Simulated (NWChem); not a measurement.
Species: GeH$_{2}$ClF; SMILES [F][GeH2][Cl]

Program: NWChem. Coordinates come from a B3LYP/6-31G* (spherical d) optimisation. Level: PBE0/def2-SVPD; rows give the wavelength of the field.

| field | isotropic polarisability (bohr³) | anisotropy (bohr³) |
|---|---|---|
| static | 44.4 | 12.2 |
| 1065 nm | 44.8 | 12.4 |
| 589 nm | 45.7 | 12.9 |
| 400 nm | … | … |

Fill in the missing entries.


- 400 nm, isotropic polarisability (bohr³): 47.3
- 400 nm, anisotropy (bohr³): 13.8
